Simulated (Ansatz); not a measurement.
Basis-set extrapolation for C6H10OS (`CS/C(C)=C/C(C)=O`) (PBE0-D4/def2-TZVP geometry, frozen core, Ansatz). Multiplicity 1, RHF reference.

|  | def2-TZVPP | def2-QZVPP |
| --- | --- | --- |
| HF | -705.539287 | -705.564349 |
| MP2 correlation | -1.407412 | -1.504805 |
| CCSD(T) correlation | -1.534050 | not run |

Energies in hartree. Use E(X) = E(∞) + A·exp(−7.88·√X) for Hartree–Fock and E(X) = E(∞) + B·X^(−2.97) for correlation, with X = 3 and 4, and add CCSD(T) minus MP2 of the smaller set to the MP2 limit.

Question: What is the CCSD(T) energy at the basis-set limit?

Answer: HF limit: -705.564349 + (-0.025062) × 0.13774 = -705.56780. MP2 limit: -1.504805 + (-0.097393) × 0.74074 = -1.57695. Higher-order term: -1.534050 − (-1.407412) = -0.12664. Total: -707.27139 hartree, 124.3 kcal/mol below CCSD(T)/def2-TZVPP.
